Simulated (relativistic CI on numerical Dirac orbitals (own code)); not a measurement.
**V⁴⁺ in a cubic cluster: 3s photoemission with charge transfer**

Computed with a charge-transfer multiplet model of a cubic metal-ligand cluster with up to 2 ligand holes, Slater and spin-orbit integrals from Dirac-Coulomb-Breit ions, Slater integrals scaled by 0.8. The ground state mixes d1 with configurations of k ligand holes L, whose averages lie at kΔ + k(k − 1)U_dd/2; a core hole lowers each added d electron by U_cd. 300 K, Lorentzian 1.4 eV and Gaussian 0.8 eV FWHM.

Atomic integrals in eV (Slater integrals scaled, ζ unscaled), ground: F2dd 8.057, F4dd 5.049, zeta_d 0.029; with the core hole: F2dd 8.057, F4dd 5.049, zeta_d 0.035, G2cd 9.386. Where a configuration has fewer than two d electrons, the dd integrals are those of d2.

Cluster parameters (eV): Δ = 3.3, U_dd = 6.1, U_cd = 7.7, 10Dq = 1.1, 10Dq(ligand) = 0.6, final-state hopping factor = 1.

```
                              Case   n_d    d1   d2L  d3L2     S
V(eg) = 1.95 eV, V(t2g) = -1.03 eV  1.53  0.53  0.42  0.05  0.50
V(eg) = 2.25 eV, V(t2g) = -1.18 eV  1.58  0.49  0.44  0.07  0.50
 V(eg) = 2.85 eV, V(t2g) = -1.5 eV  1.66  0.43  0.47  0.09  0.50
V(eg) = 3.15 eV, V(t2g) = -1.66 eV  1.69  0.41  0.49  0.10  0.50
V(eg) = 3.75 eV, V(t2g) = -1.97 eV  1.75  0.38  0.50  0.13  0.50
```

Weights, n_d and S are thermal averages at 300 K. Binding energies count from the first peak over 30 % of the highest in each spectrum, which can be another peak from case to case. The parameters are a model scan and need not match a compound or its usual spin state. Peaks in eV (height, largest 100):
- V(eg) = 1.95 eV, V(t2g) = -1.03 eV: 0.0 (100), 3.9 (42), 6.9 (24), 10.5 (25), 14.2 (14)
- V(eg) = 2.25 eV, V(t2g) = -1.18 eV: 0.0 (100), 3.8 (39), 11.5 (21), 14.9 (11)
- V(eg) = 2.85 eV, V(t2g) = -1.5 eV: 0.0 (100), 3.7 (38), 13.7 (15), 17.2 (7)
- V(eg) = 3.15 eV, V(t2g) = -1.66 eV: 0.0 (100), 3.7 (38), 6.8 (10), 14.7 (13), 18.3 (5)
- V(eg) = 3.75 eV, V(t2g) = -1.97 eV: 0.0 (100), 3.7 (36), 8.0 (6), 17.0 (9)

Curve for V(eg) = 2.25 eV, V(t2g) = -1.18 eV (points under 2 left out, the grid thinned):

E (eV), Intensity and a bar:
```
     -3.0        6.8 #
     -2.5        9.5 ##
     -2.0       14.2 ####
     -1.5       23.4 #######
     -1.0       42.7 ############
     -0.5       76.3 #######################
      0.0      100.0 ##############################
      0.5       80.8 ########################
      1.0       47.9 ##############
      1.5       29.6 ########
      2.0       23.6 #######
      2.5       24.3 #######
      3.0       29.1 ########
      3.5       36.9 ###########
      4.0       37.9 ###########
      4.5       30.6 #########
      5.0       24.8 #######
      5.5       22.1 ######
      6.0       20.3 ######
      6.5       17.9 #####
      7.0       17.0 #####
      7.5       16.7 ####
      8.0       15.2 ####
      8.6       12.9 ###
      9.1       11.7 ###
      9.6       11.1 ###
     10.1       11.6 ###
     10.6       14.3 ####
     11.1       18.7 #####
     11.6       20.6 ######
     12.1       17.5 #####
     12.6       13.3 ###
     13.1       10.7 ###
     13.6       10.0 ##
     14.1       10.1 ##
     14.6       10.4 ###
     15.1       10.5 ###
     15.6        9.9 ##
     16.1        8.5 ##
     16.6        6.7 #
     17.1        5.2 #
     17.6        3.9 #
     18.1        3.0 
     18.6        2.4 
     19.1        2.0
```

For the case V(eg) = 2.85 eV, V(t2g) = -1.5 eV, Δ = 3.3 eV is smaller than U_dd = 6.1 eV, the charge-transfer side of the Zaanen-Sawatzky-Allen scheme. With the core hole the average of the configuration with one ligand hole lies at Δ − U_cd = -4.4 eV before mixing: the effective hopping of about 6.3 eV (from the holes of the mixed ground state) is comparable with this gap or larger, so the configurations mix strongly.

With at most 2 ligand holes the space is cut while the next configuration still counts, so covalency is underestimated, and a final configuration with one more ligand hole, which can lie low, is missing from the spectra.

Without intra-shell correlation the exchange splitting of the 3s hole comes out too large.
